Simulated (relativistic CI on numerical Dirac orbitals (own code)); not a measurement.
## The spin-orbit constant of Ti³⁺ from its measured fine structure

Problem. The ground term 2D of Ti³⁺ (3s2 3p6 3d) has the measured levels J = 3/2: 0.0, J = 5/2: 382.1 cm⁻¹ (Corliss and Sugar, J. Phys. Chem. Ref. Data 8, 1 (1979)). Test the interval rule and estimate ζ(3d).

Working.
1. In LS coupling E(J) − E(J − 1) = AJ. The intervals give A = 152.8 (J = 5/2) cm⁻¹.
2. A doublet has one interval, so the rule cannot be tested.
3. The whole width divided by the sum of the upper J values gives a mean A = 152.8 cm⁻¹.
4. For the Hund term of a shell that is less than half full, A = +ζ/2S with 2S = 1, so ζ = 153 cm⁻¹.

Check. The value calculated from Dirac-Coulomb-Breit radial functions of this configuration is ζ = 138 cm⁻¹, 9 % below the estimate from measurement. The same recipe applied to the calculated levels returns 142 cm⁻¹, which shows the bias of the recipe itself.
